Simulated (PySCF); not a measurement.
Structure problem from calculated spectra and properties.

Formula: C5H8SSi.

- Valence photoelectron: vertical ionisation energy: 8.51 eV [ΔSCF CAM-B3LYP/def2-SVPD]
- Rotational structure: rotational constants A, B, C: 4.675, 0.948, 0.883 GHz [PBE0-D3(BJ)/def2-SVP]
- 1H NMR: chemical shifts (computed TMS as zero) by class: 7.10 (1 H), 6.95 (1 H), 6.69 (1 H), 3.95 (3 H), 2.27 (2 H) ppm [GIAO PBE0/pcSseg-1]
- NMR, other nuclei: isotropic shieldings of nuclei other than C and H, by class: 411 (1 Si), 280 (1 S) ppm [GIAO PBE0/pcSseg-1]
- UV, strongest line: among the 10 lowest singlet transitions: S8 at 7.07 eV (175 nm, f = 0.469) [TDDFT CAM-B3LYP/def2-SVPD]
- 13C NMR: chemical shifts (computed TMS as zero) by class: 143.1 (1 C), 133.9 (1 C), 132.7 (1 C), 126.6 (1 C), 13.6 (1 C) ppm [GIAO PBE0/pcSseg-1]
- Polarisability: 103.2 au [CAM-B3LYP/def2-SVPD]
- Dipole: 0.77 D [CAM-B3LYP/def2-SVPD]
- Triplet: lowest triplet excitation (Tamm–Dancoff): 3.71 eV [TDA CAM-B3LYP/def2-SVPD]

The electronic properties come from PySCF, for the isolated species, density fitting. Levels stand in brackets. The structure is a single PBE0-D3(BJ)/def2-SVP conformer in the gas phase; no vibrational or solvent corrections. NMR classes are plain means over equivalent atoms (diastereotopic ones count apart unless rotation or inversion swaps them), as if these changed places fast.

Question: What is the compound? Reason from the data.

Answer: Numbering: `[SiH3:1][CH2:2][c:3]1[cH:4][cH:5][s:6][cH:7]1`. Its formula, C5H8SSi, gives 3 degrees of unsaturation: 1 ring and 2 π bonds in the structure found (Kekulé form). 5 carbons fall into 5 classes; from least to most shielded: substituted aromatic carbon [C3] (143.1 ppm), aromatic CH next to a ring sulfur [C5] (133.9 ppm), aromatic CH carbon [C4] (132.7 ppm), aromatic CH next to a ring sulfur [C7] (126.6 ppm), chain sp3 carbon bound to silicon [C2] (13.6 ppm). Hydrogen classes from least to most shielded: 1 H on an aromatic CH next to a ring sulfur, C5 (7.10 ppm), 1 H on an aromatic CH carbon, C4 (6.95 ppm), 1 H on an aromatic CH next to a ring sulfur, C7 (6.69 ppm), 3 H on an SiH3 silicon, Si1 (3.95 ppm), 2 H on an sp3 carbon bound to silicon, C2 (2.27 ppm). The other shieldings belong to: 411 ppm, SiH3 silicon [Si1]; 280 ppm, thiophene-type sulfur [S6]. The first electron is taken from the HOMO, whose largest Löwdin shares are 0.24 on an aromatic CH next to a ring sulfur, 0.21 on the substituted aromatic carbon, 0.16 on an aromatic CH next to a ring sulfur and 0.15 on the thiophene-type sulfur. The optimised geometry has point group C1 and is an asymmetric top. Structure: `[SiH3]Cc1ccsc1`. Computed isomers that give other values at the same levels: `CSC1=CC=C[SiH2]1` (vertical ionisation energy: 7.60 eV). The assignments are read from this structure; whether some other isomer fits the data as well wasn't checked.

Shape of the structure used: `[SiH3:1][CH2:2][c:3]1[cH:4][cH:5][s:6][cH:7]1`: Si1–C2–C3–C4 -78°.
